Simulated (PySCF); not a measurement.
**CaGe⁺ from Hartree–Fock to correlated methods**

State: ⁴Σ⁻ (quartet), unpaired electrons σ ↑, π ↑↑. Set-up: basis Ca pcseg-1, Ge pcseg-1; no relativity; PySCF 2.14. De refers to Ca⁺ + Ge in their high-spin ground configurations, without counterpoise correction. The functionals are run spin-unrestricted. A positive dipole points towards Ge; it is taken about the centre of mass and depends on that origin.

| Level | Re (Å) | ωe (cm⁻¹) | De (eV) | μ (D) |
| --- | --- | --- | --- | --- |
| UHF | 2.778 | 246 | 0.66 | -12.95 |
| UHF-MP2 | 2.783 | 238 | 1.01 | n/a |
| UHF-SCS-MP2 | 2.783 | 239 | 0.85 | n/a |
| UHF-CCSD | 2.797 | 233 | 0.96 | n/a |
| UHF-CCSD(T) | 2.800 | 232 | 1.00 | n/a |
| PBE | 2.728 | 236 | 1.87 | -9.87 |
| BP86 | 2.728 | 235 | 1.84 | -10.02 |
| r²SCAN | 2.714 | 248 | 1.93 | -10.77 |
| PBE0 | 2.707 | 251 | 1.63 | -10.64 |
| BHandHLYP | 2.715 | 252 | 1.12 | -11.14 |
| M06-2X | 2.722 | 260 | 1.35 | -11.56 |

Which functional lies closest to UHF-CCSD(T) in De, which farthest, and by how much do they differ from it?

Closest is BHandHLYP (-8.5 pm in Re, +8.6 % in ωe, +0.12 eV in De against UHF-CCSD(T) in the same basis), farthest r²SCAN (-8.6 pm in Re, +6.9 % in ωe, +0.93 eV in De). CCSD(T) converges more slowly with the basis than the functionals do and binds too weakly in this one, so the order can change at the basis-set limit.

What does the triples do here, going from UHF-CCSD to UHF-CCSD(T)?

UHF-CCSD(T) less UHF-CCSD: +0.3 pm in Re, -0.4 % in ωe, +0.04 eV in De. Correlation nearly always deepens the well. The bond lengthens, as in strong covalent bonds, where excitations into antibonding orbitals dominate.

What does all correlation do here, going from UHF to UHF-CCSD(T)?

UHF-CCSD(T) less UHF: +2.2 pm in Re, -5.7 % in ωe, +0.34 eV in De. Correlation nearly always deepens the well. The bond lengthens, as in strong covalent bonds, where excitations into antibonding orbitals dominate.

Correlated steps freeze 14 core orbitals. Correlated levels converge slowly with the basis: in double zeta they bind strong bonds too weakly, by up to about 1 eV, and carry superposition errors of some tenths. Spin–orbit coupling is left out. For an ion De counts to the pair picked by the measured ionisation energies or electron affinities, which need not be the lowest pair at this level. The state is the lowest determinant that a PBE0 search found; another state may lie lower at other levels.
